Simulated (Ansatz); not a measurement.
Basis sets compared for the cluster Cu3Ag4⁺ (the lowest singlet isomer of a short search). Total charge 1; singlet. Geometry r2SCAN-D4/def2-SVP. Ansatz on 4 threads of Arm Neoverse V1 on a shared host; times are rough, and most runs start from earlier orbitals.

Cartesian coordinates in Å:
```
Ag -1.886 1.768 0.601
Ag 0.075 0.377 1.857
Ag 0.365 -2.268 1.329
Ag 0.577 -0.138 -2.551
Cu 1.467 -0.681 -0.271
Cu 0.263 1.478 -0.659
Cu -0.862 -0.535 -0.305
```

In the def2 sets Ag takes a core potential; there is no spin–orbit coupling. No other spin state of charge 1 was run. The structure comes from a short search, and lower isomers may exist.

```csv
level,functions,energy (Eh),HOMO (eV),LUMO (eV),wall time
PBE-D4/def2-SVP,217,-5508.0198,-9.09,-7.80,8.5 s
PBE0-D4/def2-SVP,217,-5507.9328,-9.60,-6.90,18 s
```

(1) Estimate the rows for PBE-D4/def2-TZVP (with forces), PBE0-D4/def2-TZVP.

Answers

(1) 
```csv
level,functions,energy (Eh),HOMO (eV),LUMO (eV),wall time
PBE-D4/def2-TZVP (with forces),295,-5508.8993,-9.20,-7.90,15 s
PBE0-D4/def2-TZVP,295,-5508.7831,-9.68,-6.98,33 s
```
